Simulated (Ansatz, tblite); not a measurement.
Spin states of SnCl₂ (the lowest singlet isomer of a short search), each relaxed with r2SCAN-D4/def2-TZVP in Ansatz. Electronic energies in the gas phase.

In the def2 sets Sn takes a core potential; there is no spin–orbit coupling. The xTB rows come from tblite. Correlated methods freeze 14 core orbitals; core or outer-core shells of Sn are correlated, in sets that lack core-valence functions. In CCSD on the charge 0 quintet the largest single amplitude is 0.15, so its Hartree–Fock determinant may place the open shell otherwise than the density functionals do. In the quintet, Cl2 and Cl3 lie 2.66 Å apart (atoms count from 1), so these atoms are partly bonded to each other. The structure comes from a short search, and lower isomers may exist.

Singlet geometry (C2v within 0.1 Å):

Cartesian coordinates in Å:
```
Sn 0.043 0.336 -0.976
Cl 1.658 0.393 0.755
Cl -1.701 -0.729 0.221
```

Triplet geometry (C2v within 0.1 Å):

```xyz
3

Sn   -0.219   -0.710   -0.340
Cl    1.408   -0.610    1.352
Cl   -1.190    1.320   -1.012
```

Quintet geometry (C2v within 0.1 Å):

Cartesian coordinates in Å:
```
Sn 0.0651 -1.4520 -0.4381
Cl -0.1967 0.3387 1.4782
Cl 0.1316 1.1133 -1.0402
```

⟨S²⟩: triplet 2.01 at PBE0-D4/def2-TZVP (pure 2.00), quintet 6.01 at PBE0-D4/def2-TZVP (pure 6.00).

Only these spin states were relaxed.

| level | triplet − singlet (kcal/mol) | quintet − singlet (kcal/mol) | lowest of these |
| --- | --- | --- | --- |
| GFN2-xTB | 102.7 | 239.7 | singlet |
| HF/def2-TZVP | 48.5 | 151.9 | singlet |
| PBE-D4/def2-TZVP | 64.3 | 170.7 | singlet |
| revPBE-D4/def2-TZVP | 63.5 | 168.0 | singlet |
| BLYP-D4/def2-TZVP | 67.0 | 173.4 | singlet |
| r2SCAN-D4/def2-TZVP | 61.5 | 169.0 | singlet |
| r2SCANh-D4/def2-TZVP | 61.0 | 169.6 | singlet |
| PBE0-D4/def2-TZVP | 62.6 | 173.5 | singlet |
| RPA@PBE/def2-TZVP | 63.1 | 168.5 | singlet |
| MP2/def2-TZVP | 67.4 | 185.3 | singlet |
| CCSD/def2-TZVPP | 63.3 | 177.5 | singlet |
| CCSD(T)/def2-TZVPP | 64.0 | 177.0 | singlet |

Change of the quintet − singlet gap on mixing in exact exchange, in kcal/mol: PBE to PBE0 (25 % exact exchange) 2.8; r2SCAN to r2SCANh (10 % exact exchange) 0.7.

The xTB methods have no term that favours high spin, so they put low spin too low.
